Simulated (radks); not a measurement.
Results of a calculation; reference values are marked as such.
Task: All-electron atom: the carbon ion C+ in [He] 2s2 2p1. Code: a radial shooting solver on a logarithmic mesh with Libxc functionals. Model: scalar-relativistic Kohn-Sham, SOGGA, spin-polarised, spherical densities, finite nucleus; open shells are filled with parallel spins first; Fermi nuclear charge, rms radius 2.4702 fm. Some entries of the table are withheld. Estimate them.

orbital,occ.,eigenvalue (Ry),<1/r> (bohr^-1),<r^2> (bohr^2)
1s up,1,-21.08822,(1),(2)
1s down,1,-21.04616,(3),(4)
2s up,1,-1.93223,0.9889,2.524
2s down,1,-1.79675,0.9722,2.615
2p up,1,-1.28983,0.8821,2.772
2p down,0,-1.15700,0.8619,2.968

Result: 
(1) 1s up <1/r> (bohr^-1): 5.631
(2) 1s up <r^2> (bohr^2): 0.09986
(3) 1s down <1/r> (bohr^-1): 5.639
(4) 1s down <r^2> (bohr^2): 0.09938
